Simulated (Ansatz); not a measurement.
A structure relaxed at PBE0-D4/def2-SVP in Ansatz, charge 1, singlet:

```xyz
9

N    -0.918   -0.612    1.147
B    -1.787    0.438   -1.099
B    -0.430    0.800   -1.699
B     0.281   -0.814    1.708
B     1.913    0.183   -0.154
B     0.037    0.023   -0.041
B     1.703   -0.484    1.203
B     1.077    0.710   -1.349
B    -1.875   -0.244    0.284
```

Give its formula and point group.

B8N⁺. Point group C2v (tolerance 0.1 Å).

Summarise the bond lengths by kind (pairs closer than 1.2 times the sum of covalent radii, bridged metal pairs left out).

11 × B–B 1.53 to 1.96 Å; 3 × B–N 1.34 to 1.65 Å.

The restricted singlet is unstable towards broken spin symmetry in Hartree–Fock (as tested in another run); at PBE0-D4/def2-SVP this wasn't settled. Another isomer (singlet) lies 0.52 eV lower at PBE0-D4/def2-TZVP; other spin states weren't run for this one.
